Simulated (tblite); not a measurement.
Problem. Write Cartesian coordinates for InChI=1S/C6H6N/c1-2-6(5-7)3-4-6/h1-2H,3-4H2 as optimised with GFN2-xTB. (Doublet state.)

Solution. 
```
atom  x, y, z in Å
C1    -1.601   -1.587   -0.032
C2    -1.419   -0.337   -0.288
C3    -0.121    0.430   -0.136
C4    -0.222    1.799   -0.496
N5    -0.326    2.901   -0.793
C6     0.832    0.071    0.988
C7     1.195   -0.268   -0.414
H8    -1.090   -2.454    0.313
H9    -2.233    0.281   -0.652
H10    1.356    0.879    1.476
H11    0.517   -0.720    1.651
H12    1.972    0.304   -0.901
H13    1.136   -1.298   -0.734
```

Orientation and origin are arbitrary. Atoms count from 1 in this order. C2 (carbon bonded to 2 C and H) is planar (angles 126.3°, 120.8° and 112.9°, sum 360.0°, 0.00 Å off the plane of its three neighbours). The 3-membered ring C3–C6–C7 has internal angles of 58.8° to 60.6°. Of the pairs four or more bonds apart, C1···H13 is among the closest relative to their van der Waals radii: 2.84 Å, 98 % of the sum of Bondi's values. The C–C distances run from 1.289 Å (C1=C2, drawn double) to 1.516 Å (C3–C7, drawn single), a spread of 0.227 Å.

Bonds between heavy atoms (Å): C1=C2 1.289, C2–C3 1.515, C3–C4 1.420, C4≡N5 1.146, C3–C6 1.516, C6–C7 1.488, C3–C7 1.516.

The geometry is computed with GFN2-xTB (gas phase). This method treats the open shell by occupation alone, without spin polarisation.

Point group: Cs (tolerance 0.08 Å). Its GFN2-xTB frequencies are all real (lowest 60 cm⁻¹). Torsions: C1–C2–C3–C4 180°. 2 starts were optimised and ended at 0.00 and 2.04 kcal/mol (GFN2-xTB); the lowest of these is shown.

Hardware: Arm Neoverse V2, one thread, shared host. Cost: 0.7 s of wall time. This is the geometry optimisation.

One conformer stands for the species.
